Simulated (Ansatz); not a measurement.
The cluster Pt₄, relaxed as a singlet with RKS PBE0-D4/def2-SVP in Ansatz, starting from the GFN2-xTB geometry. Force threshold 0.02 eV/Å.

In the def2 sets Pt takes a core potential; there is no spin–orbit coupling. The restricted singlet is unstable towards broken spin symmetry in Hartree–Fock (as tested in another run); at PBE0-D4/def2-SVP this wasn't settled. The relaxation made no stability test and no search for a lower SCF solution. No other spin state of charge 0 was run. Another isomer (singlet) lies 0.41 eV lower at PBE0-D4/def2-TZVP; other spin states weren't run for this one.

Start:

Cartesian coordinates in Å:
```
Pt -0.465 1.176 -0.320
Pt 0.465 -1.177 0.320
Pt -0.940 -0.844 -1.743
Pt 0.939 0.845 1.743
```

```
        step  energy (eV)  largest force component (eV/Å)  SCF passes
           1  -12987.4151                           1.482          28
2 (rejected)  -12986.8590                           5.477          44
           3  -12987.6008                           0.681          40
           4  -12987.6174                           0.058          35
           5  -12987.6177                           0.008          35
           6  -12987.6181                           0.014          37
           7  -12987.6194                           0.022          38
           8  -12987.6510                           0.148          42
           9  -12987.6535                           0.028          39
          10  -12987.6549                           0.030          36
          11  -12987.6558                           0.008          38
```

Force components are those of the run's own axes.

End:

```xyz
4

Pt   -0.200    1.153   -0.451
Pt    0.671   -1.050    0.147
Pt   -1.176   -0.898   -1.594
Pt    0.706    0.794    1.898
```

By distances, no bond broke or formed. The bond that changes most is Pt1–Pt2, from 2.61 to 2.44 Å (atoms count from 1).

The force fell under the threshold at step 5, but the optimiser went on and released 0.038 eV more. No frequencies were taken in this run, so the end may be a saddle point.

Run time 32 s (4 threads of Arm Neoverse V2 on a shared host).
